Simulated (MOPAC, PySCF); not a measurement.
C4H7ClSi, SMILES `C=C/C=C(\[SiH3])Cl` (C–C–C–C torsion 180°), neutral singlet in the gas phase. 

Cartesian coordinates (Å):
```xyz
13

C     -2.4748    -0.5771    -0.5173
C     -1.1828    -0.4864    -0.2262
C     -0.4736     0.7798    -0.1885
C      0.8179     0.9347     0.0964
Si     2.1281    -0.3254     0.5284
Cl     1.4746     2.5614     0.0864
H     -3.0648     0.3027    -0.7436
H     -2.9832    -1.5306    -0.5417
H     -0.6211    -1.3857    -0.0069
H     -1.0644     1.6626    -0.4150
H      2.6692    -0.0036     1.8629
H      1.5648    -1.6901     0.5369
H      3.2099    -0.2422    -0.4717
```
Charge 0, multiplicity 1.

All levels are single points at this geometry (CAM-B3LYP-D3(BJ)/def2-TZVP); Pople sets use spherical d functions. Orbital energies aren't observables, and empty levels follow the basis.

| level | HOMO (eV) | LUMO (eV) | gap (eV) | dipole (D) | vertical IE, Delta-SCF (eV) |
|---|---|---|---|---|---|
| CAM-B3LYP-D3(BJ)/def2-TZVP in PySCF | -8.09 | -0.31 | 7.78 | 1.71 | 8.77 |
| B3LYP/6-31G* in PySCF | -6.43 | -1.22 | 5.20 | 1.83 | 8.49 |
| M06-2X/6-31G* in PySCF | -7.80 | -0.24 | 7.56 | 1.91 | – |
| SVWN5/6-31G* in PySCF | -5.78 | -2.13 | 3.65 | 1.64 | 8.57 |
| HF/6-31G* in PySCF | -8.90 | 2.65 | 11.55 | 2.32 | – |
| PM6 in MOPAC | -9.50 | -0.49 | 9.01 | 1.90 | – |
